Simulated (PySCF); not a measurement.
# Field gradients at the hydrogen positions

Compound: C5H6N2OSi.
Geometry (GFN2-xTB, Å), atoms numbered from 1 in this order:
```xyz
15
C5H6N2OSi angstrom
C     -2.7095    0.0647   -0.8164
C     -1.7133   -0.5518   -0.2119
C     -0.3911    0.1028    0.1017
C     -0.3893    0.4567    1.5140
N     -0.3813    0.7076    2.6285
O      0.6553   -0.7861   -0.1901
Si     2.2613   -0.5715   -0.2269
C      2.6571    0.8049   -1.4392
N      2.8587    1.6576   -2.1772
H     -3.6422   -0.4343   -1.0122
H     -2.6375    1.0921   -1.1338
H     -1.7807   -1.5820    0.1066
H     -0.2748    1.0332   -0.4766
H      2.8228   -0.1277    1.0469
H      2.6601   -1.8581   -0.7652
```

Level: PBE0/pcSseg-1 (PySCF, non-relativistic); Q(2H) = 0.00286 b; rigid geometry, the same for H and D, with no vibrational averaging.

Task: Rank these positions by the coupling χzz of a deuteron there, largest first.
A. H10 (vinylic hydrogen)
B. H12 (vinylic hydrogen)
C. H15 (Si–H hydrogen)
D. H13 (methine hydrogen)
E. H14 (Si–H hydrogen)

Result: A (226 kHz), B (217 kHz), D (182 kHz), C (112 kHz), E (104 kHz).

Task: Give the electric field gradient Vzz (the principal value of largest size), its asymmetry and the 2H coupling at each hydrogen.

Result: 
```csv
atom,bonded to,bond length (Å),Vzz (au),η,χzz (kHz)
H10,C1,1.076,0.3363,0.04,226
H11,C1,1.078,0.3319,0.05,223
H12,C2,1.080,0.3232,0.07,217
H13,C3,1.102,0.2702,0.05,182
H14,Si7,1.461,0.1555,0.02,104
H15,Si7,1.451,0.1660,0.01,112
```

Task: Average by the element that carries the hydrogen.

Result: on C: 212 kHz over 4 positions, mean bond length 1.084 Å; on Si: 108 kHz over 2 positions, mean bond length 1.456 Å.

Task: A static deuteron (I = 1) shows a doublet split by (3/2)χ, (3/4)χ(1 + η) and (3/4)χ(1 − η) with the field along z, y and x of the gradient. What are these for H13?

Result: With |χ| = 181.6 kHz and η = 0.054: 272, 144 and 129 kHz, to first order and without motion.

Geometry: GFN2-xTB, one conformer, isolated molecule. GFN2-xTB bond lengths can be off by several hundredths of an ångström, more for odd bonds, and the gradients follow them. A larger basis could move these couplings by a tenth or more.
